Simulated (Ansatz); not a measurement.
`C[AsH][SiH3]`, relaxed with RKS PBE-D4/def2-SVP in the Gaussian-basis code of Ansatz from a rough embedded geometry. The force threshold is 0.03 eV/Å; the program also tests the step.

Charge 0, multiplicity 1.

Start:

```xyz
10

C     0.304    1.321    0.680
As    1.359   -0.131    0.014
Si   -0.477   -1.079   -0.997
H     0.934    1.887    1.435
H    -0.569    0.989    1.270
H    -0.032    2.020   -0.095
H     1.172   -1.000    1.325
H    -0.880   -0.347   -2.149
H    -1.647   -1.181   -0.040
H    -0.164   -2.478   -1.442
```

Problem. By how much does the energy fall, and how many steps does the optimiser take? (Estimate.)

Solution. Ansatz gave: 5.95 kcal/mol, in 4 steps.

Problem. Which bonds change most? (Estimate.)

Solution. Ansatz gave: C1–As2 from 1.914 to 2.002 Å; As2–Si3 from 2.300 to 2.387 Å; Si3–H8 from 1.423 to 1.506 Å; As2–H7 from 1.584 to 1.544 Å.

Problem. Give the relaxed structure. (An estimate is asked.)

Solution. Ansatz gave: 
```xyz
10

C     0.314    1.412    0.774
As    1.351   -0.123    0.016
Si   -0.524   -1.186   -1.009
H     0.962    1.943    1.498
H    -0.620    1.100    1.277
H     0.071    2.106   -0.053
H     1.224   -1.025    1.264
H    -0.926   -0.375   -2.213
H    -1.713   -1.285   -0.086
H    -0.140   -2.567   -1.467
```
